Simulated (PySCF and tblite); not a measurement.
The numbers below are computed, except where a source is named.
C3H6BrF, numbered as in [CH3:1][C@H:2]([F:3])[CH2:4][Br:5].

Geometries PBE0-D3(BJ)/def2-SVP; weights from BHandHLYP-D3(BJ)/pcSseg-1, SCF tolerance 1e-07 energies and GFN2-xTB thermal corrections, with symmetry numbers and mirror pairs. Conformers within 3 kcal/mol (GFN2-xTB free energy) were kept, 2 at most. GIAO shieldings: BHandHLYP/pcSseg-1, SCF tolerance 1e-07. Shifts are against TMS (¹H), TMS (¹³C), CFCl3 (¹⁹F) at the same level; of two unlike H on one atom, a is the less shielded. Codes: tblite and PySCF.

(1) Predict the averaged NMR shifts at 298.15 K.

(2) How do the conformers differ?

(3) Which signal moves most, for its nucleus, between 180 and 400 K through the change of populations alone?

Spin–orbit effects of the heavy atoms on shieldings are missing. At a carbon that bears Br the missing effect is some 10 ppm, beside I tens of ppm. Unscaled ¹⁹F shifts at such levels can be off by tens of ppm; differences between conformers or isomers are more reliable. Shifts are unscaled: against experiment ¹³C can be off by 15 ppm or more and ¹H by 0.8 ppm. For its torsions the set is small; conformers may be missing.

Results:

(1) ¹H: 4.29 (H2, 1H), 3.44 (H4a, 1H), 2.97 (H4b, 1H), 1.43 (H1, 3H) ppm. ¹³C: 88.4 (C2), 43.7 (C4), 20.2 (C1) ppm. ¹⁹F: -174.7 (F3) ppm.

(2) Torsions listed: F3–C2–C4–Br5.
```
conformer  shape  weight %
        1   171°      85.5
        2    64°      14.5
```

| signal | 1 | 2 | average |
| --- | --- | --- | --- |
| H1 | 1.46 | 1.29 | 1.43 |
| H2 | 4.30 | 4.28 | 4.29 |
| H4a | 3.47 | 3.25 | 3.44 |
| H4b | 2.97 | 2.93 | 2.97 |
| C1 | 19.9 | 21.8 | 20.2 |
| C2 | 88.4 | 88.3 | 88.4 |
| C4 | 43.3 | 45.9 | 43.7 |
| F3 | -173.4 | -182.6 | -174.7 |

(3) F3: -173.8 ppm at 180 K, -174.2 ppm at 230 K, -174.7 ppm at 298.15 K, -174.9 ppm at 330 K, -175.3 ppm at 400 K.
